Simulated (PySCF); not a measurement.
Si(H)2(OH)(iPr) (C₃H₁₀OSi), SMILES CC(C)[SiH2]O. Coordinates come from a PBE-D3(BJ)/def2-SVP optimisation. One conformer was computed; it need not be the lowest.

Computed equilibrium geometry at PBE-D3(BJ)/def2-SVP (PySCF confirms it by a frequency run) as Cartesian coordinates in Å (one conformer of several):
```xyz
15

Si     0.8714    -0.6131    -0.0674
O      2.0627     0.4588    -0.6035
C     -0.7212     0.2780     0.4648
C     -1.7904    -0.7399     0.8909
C     -1.2164     1.2231    -0.6400
H      0.5901    -1.4957    -1.2500
H      1.3685    -1.4540     1.0875
H      2.4384     1.0283     0.0896
H     -0.4448     0.8892     1.3566
H     -2.7142    -0.2313     1.2413
H     -1.4410    -1.3970     1.7142
H     -2.0827    -1.3952     0.0425
H     -0.4289     1.9402    -0.9486
H     -1.5156     0.6544    -1.5464
H     -2.1029     1.8063    -0.3100
```
Charge 0, spin multiplicity 1.
